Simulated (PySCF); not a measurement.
Species: C3H6PSi (charge -1).
Bonds: C1–C2 (triple), C2–P3, P3–C4, C4–Si5. Hydrogens: H6 on C1; H7, H8 on C4; H9, H10, H11 on Si5.

The same species was optimised twice, with GFN2-xTB and with PBE0-D3(BJ)/def2-SVP (PySCF), and the same property calculations (PySCF, gas phase) were run on both structures.

```tsv
coordinate	GFN2-xTB	PBE0-D3(BJ)/def2-SVP	change
Si5–H10 (Å)	1.491	1.531	+0.040
Si5–H11 (Å)	1.469	1.502	+0.033
Si5–H9 (Å)	1.463	1.495	+0.032
C1≡C2 (Å)	1.211	1.234	+0.023
C2–P3 (Å)	1.732	1.754	+0.022
P3–C4 (Å)	1.888	1.910	+0.022
C1–H6 (Å)	1.053	1.072	+0.019
C4–Si5 (Å)	1.881	1.864	-0.017
C4–H7 (Å)	1.092	1.103	+0.011
C4–H8 (Å)	1.094	1.104	+0.010
C4–Si5–H10 (°)	111.4	114.9	+3.5
C1–C2–P3 (°)	173.6	176.9	+3.3
P3–C4–H7 (°)	109.8	113.0	+3.2
P3–C4–Si5 (°)	108.4	105.5	-2.9
C2–C1–H6 (°)	174.2	177.1	+2.9
Si5–C4–H8 (°)	111.3	109.5	-1.8
H10–Si5–H11 (°)	105.2	103.7	-1.5
P3–C4–H8 (°)	106.4	107.8	+1.4
C2–P3–C4–Si5 (°)	74	79	+5
```

Rotational constants: A = 4796, B = 2000, C = 1563 MHz (GFN2-xTB) against A = 4844, B = 1944, C = 1547 MHz (PBE0-D3(BJ)/def2-SVP). Point groups within 0.08 Å: C1 and C1.

On the GFN2-xTB structure: HOMO (eV) 0.50 [PBE0/pcSseg-1]; LUMO (eV) 4.78 [PBE0/pcSseg-1]; GIAO shielding of C1 (ppm) 92.3 [PBE0/pcSseg-1]; GIAO shielding of C2 (ppm) 66.8 [PBE0/pcSseg-1]; GIAO shielding of P3 (ppm) 468.3 [PBE0/pcSseg-1]; GIAO shielding of C4 (ppm) 185.1 [PBE0/pcSseg-1]; GIAO shielding of Si5 (ppm) 455.2 [PBE0/pcSseg-1].

Problem. What do these properties become on the PBE0-D3(BJ)/def2-SVP structure?

Solution. 
| property | level | on GFN2-xTB | on PBE0-D3(BJ)/def2-SVP | change |
| --- | --- | --- | --- | --- |
| HOMO (eV) | PBE0/pcSseg-1 | 0.50 | 0.36 | -0.14 |
| LUMO (eV) | PBE0/pcSseg-1 | 4.78 | 4.67 | -0.11 |
| energy, GFN2-xTB geometry as zero (kcal/mol) | PBE0/pcSseg-1 | 0.0 | -1.6 | -1.6 |
| GIAO shielding of C1 (ppm) | PBE0/pcSseg-1 | 92.3 | 88.7 | -3.6 |
| GIAO shielding of C2 (ppm) | PBE0/pcSseg-1 | 66.8 | 65.4 | -1.4 |
| GIAO shielding of P3 (ppm) | PBE0/pcSseg-1 | 468.3 | 449.3 | -19.0 |
| GIAO shielding of C4 (ppm) | PBE0/pcSseg-1 | 185.1 | 185.0 | -0.1 |
| GIAO shielding of Si5 (ppm) | PBE0/pcSseg-1 | 455.2 | 452.9 | -2.3 |

The heavy atoms differ by 0.047 Å rms after alignment. Among all bonds Si5–H10 changes most (+0.040 Å). Changes are differences of the printed values. Neither structure is proved a minimum here. The structure is a single PBE0-D3(BJ)/def2-SVP conformer in the gas phase; no vibrational or solvent corrections. The geometry's basis has no diffuse functions, a weakness for an anion.

Conformer computed: `[CH:1]#[C:2][P-:3][CH2:4][SiH3:5]`: C2–P3–C4–Si5 79°.
